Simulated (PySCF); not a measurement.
Isomers of C7H7PS.

All values: PBE0/pcSseg-1 (PySCF) at GFN2-xTB geometries, gas phase, one conformer each.

**Question.** Rank by the lowest Hirshfeld charge on any atom, lowest value first.
A. `[CH:1]#[C:2][c:3]1[cH:4][p:5][c:6]([CH2:7][CH3:8])[s:9]1` with P5–C6–C7–C8 -100°
B. `[CH3:1][C:2]#[C:3][PH:4][c:5]1[cH:6][cH:7][cH:8][s:9]1` with C3–P4–C5–C6 -53°
C. `S=P12C=CC(C=C1)C=C2`

**Answer.** C (-0.329 e), B (-0.143 e), A (-0.119 e).

**Question.** Rank by the highest IAO charge on any atom, highest value first.
A. `[CH:1]#[C:2][c:3]1[p:4][c:5]([CH2:6][CH3:7])[cH:8][s:9]1` with P4–C5–C6–C7 -73°
B. `[CH3:1][C:2]#[C:3][PH:4][c:5]1[cH:6][cH:7][cH:8][s:9]1` with C3–P4–C5–C6 -53°
C. `[CH:1]#[C:2][c:3]1[cH:4][p:5][c:6]([CH2:7][CH3:8])[s:9]1` with P5–C6–C7–C8 -100°
D. `S=P12C=CC(C=C1)C=C2`

**Answer.** D (+1.063 e), B (+0.462 e), A (+0.387 e), C (+0.369 e).

All values together:

```json
{"SMILES": "C#Cc1cpc(CC)s1", "μ (D)": "1.00", "HOMO (eV)": "-6.59", "LUMO (eV)": "-1.68", "lowest IAO charge (e)": "-0.413 (C)", "highest IAO charge (e)": "+0.369 (S)", "lowest Hirshfeld charge (e)": "-0.119 (C)", "highest Hirshfeld charge (e)": "+0.140 (S)"}
{"SMILES": "CC#CPc1cccs1", "μ (D)": "1.97", "HOMO (eV)": "-6.39", "LUMO (eV)": "-0.60", "lowest IAO charge (e)": "-0.438 (C)", "highest IAO charge (e)": "+0.462 (P)", "lowest Hirshfeld charge (e)": "-0.143 (C)", "highest Hirshfeld charge (e)": "+0.145 (P)"}
{"SMILES": "C#Cc1pc(CC)cs1", "μ (D)": "1.61", "HOMO (eV)": "-6.65", "LUMO (eV)": "-1.98", "lowest IAO charge (e)": "-0.412 (C)", "highest IAO charge (e)": "+0.387 (S)", "lowest Hirshfeld charge (e)": "-0.118 (C)", "highest Hirshfeld charge (e)": "+0.132 (S)"}
{"SMILES": "S=P12C=CC(C=C1)C=C2", "μ (D)": "5.73", "HOMO (eV)": "-6.58", "LUMO (eV)": "-1.33", "lowest IAO charge (e)": "-0.583 (S)", "highest IAO charge (e)": "+1.063 (P)", "lowest Hirshfeld charge (e)": "-0.329 (S)", "highest Hirshfeld charge (e)": "+0.325 (P)"}
```

Conformers: `[CH:1]#[C:2][c:3]1[cH:4][p:5][c:6]([CH2:7][CH3:8])[s:9]1` with P5–C6–C7–C8 -100°; `[CH3:1][C:2]#[C:3][PH:4][c:5]1[cH:6][cH:7][cH:8][s:9]1` with C3–P4–C5–C6 -53°; `[CH:1]#[C:2][c:3]1[p:4][c:5]([CH2:6][CH3:7])[cH:8][s:9]1` with P4–C5–C6–C7 -73°.
